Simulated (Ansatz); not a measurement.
# Cost against result

The pair of F⁻ (SMILES [F-], atom 1) and CH₃I (SMILES CI, atoms 2–6), both closed shells, in one local arrangement (a lower one may exist), relaxed at PBE0-D4/def2-TZVPD:

```
atom    x (Å)    y (Å)    z (Å)
  F1  -0.5735   0.2554  -2.2284
  C2   0.2428   0.0822   0.2900
  I3  -0.9545  -1.1275   1.6217
  H4  -0.2031   0.0870  -0.7773
  H5   0.2530   1.0671   0.7554
  H6   1.2353  -0.3642   0.3387
```

Interaction energies are counterpoise-corrected; the time is that of the whole pair.

Program: Ansatz 0.2.0. Basis: as named in each row. Cores are frozen in the correlated methods. Filled d shells of the heavier atoms are correlated. Core potentials replace the inner electrons of the atoms past krypton. The def2 sets are not built for correlating such inner shells, so the correlated values are less sure here. B3LYP uses VWN-RPA correlation. Extrapolation: Hartree–Fock as exp(−7.88 √X), correlation as X^−2.97.

Times are rough, for one single point on 4 threads of a shared host (Arm Neoverse V1).

The estimate by CCSD(T) at an estimated basis limit (MP2 extrapolated from triple and quadruple zeta, plus CCSD(T) − MP2 in triple zeta) is -21.24 kcal/mol.

| method | basis | time (s) | interaction energy (kcal/mol) | method less estimate |
| --- | --- | --- | --- | --- |
| SPW92 | def2-SVP | under 1 | -34.41 | -13.17 |
| PBE-D4 | def2-SVP | under 1 | -29.12 | -7.88 |
| PBE0-D4 | def2-SVP | under 1 | -28.08 | -6.84 |
| PBE-D4 | def2-TZVPPD | 2 | -22.64 | -1.40 |
| revPBE-D4 | def2-TZVPPD | 2 | -20.76 | 0.48 |
| CCSD(T) | def2-SVP | 2 | -21.00 | 0.24 |
| BLYP-D4 | def2-TZVPPD | 2 | -20.44 | 0.80 |
| PBE0-D4 | def2-TZVPPD | 2 | -22.84 | -1.61 |
| B3LYP-D4 | def2-TZVPPD | 2 | -21.26 | -0.03 |
| HSE06-D4 | def2-TZVPPD | 2 | -22.93 | -1.69 |
| wB97M-V | def2-SVP | 3 | -25.77 | -4.54 |
| r2SCAN-D4 | def2-TZVPPD | 3 | -23.42 | -2.18 |
| B2PLYP | def2-TZVPPD | 4 | -20.18 | 1.06 |
| B97M-V | def2-TZVPPD | 6 | -21.77 | -0.54 |
| wB97X-V | def2-TZVPPD | 6 | -20.76 | 0.48 |
| wB97M-V | def2-TZVPPD | 6 | -21.09 | 0.14 |
| MP2 | def2-QZVPPD | 8 | -20.51 | 0.72 |
| CCSD(T) | def2-TZVPPD | 71 | -19.85 | 1.39 |

T1 diagnostic: at most 0.023.
